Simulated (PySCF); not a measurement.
# Structure elucidation problem

An unknown has the formula C4H15NOSi3. Its calculated NMR data are:

$^{1}$H NMR (600 MHz, computed): δ 6.08 (s, 1H), 4.94 (s, 3H), 4.82 (s, 6H), 4.28 (s, 2H), 1.90 (s, 3H).

$^{13}$C{$^{1}$H} NMR (computed): δ 142.3 (CH), 129.7 (C), 65.1 (CH2), 21.7 (CH3).

A single conformation, relativity neglected, rapidly exchanging positions averaged, no solvent model. GIAO PBE0/pcSseg-1 shieldings; coordinates at the GFN2-xTB level; PySCF 2.14.0 with density-fitted response routines.

Shifts are taken against calculated references (same method and geometry level): $^{1}$H (σ = 31.72 ppm), $^{13}$C (σ = 186.93 ppm) vs TMS.

Which candidate is it?
A. CC(C)C(=O)[SiH2]N([SiH3])[SiH3]
B. CN[Si@@H]1C[SiH2]C[Si@@H](O)C1
C. C/C(=C/N([SiH3])[SiH3])CO[SiH3]

## Answers

C. 

The formula gives 1 degree of unsaturation (no ring in the answer). 4 carbon signals for 4 carbons: no two carbons are equivalent. Carbon types of the structure: 1 × C, 1 × CH, 1 × CH2, 1 × CH3, leaving 9 H on heteroatoms. δC 142.3: alkene carbon bearing nitrogen; an sp2 carbon further deshielded by the attached heteroatom. δC 129.7: β carbon of an enol-ether or enamine type C=C. δC 65.1: allylic sp3 CH2 bonded to O; the inductive effect lowers its shielding. δC 21.7: allylic methyl carbon; a saturated carbon with 1 carbon neighbour and no heteroatom attached. δH 4.28: hydrogen on an allylic sp3 CH2 bonded to O; its carbon carries O, which withdraws density.

The others: CC(C)C(=O)[SiH2]N([SiH3])[SiH3] would give 3 carbon signals, not 4; CN[Si@@H]1C[SiH2]C[Si@@H](O)C1 would give 11 signals for carbon-bound and other non-exchanging H, not 5.

Shifts are as computed. Against solution values, carbons near 30 ppm lie about +3 ppm off and those near 130 ppm about +5 ppm. Of 1211 compounds with measured shifts, 218 miss one by over three times the rms of a fit or turn the order of signals round; such compounds aren't used in these exercises. No couplings were computed; multiplicities are counted from neighbouring protons, with m where these are inequivalent, close in shift, in a saturated or five-membered ring or joined by F or P, and br s for small geminal =CH2 splittings.
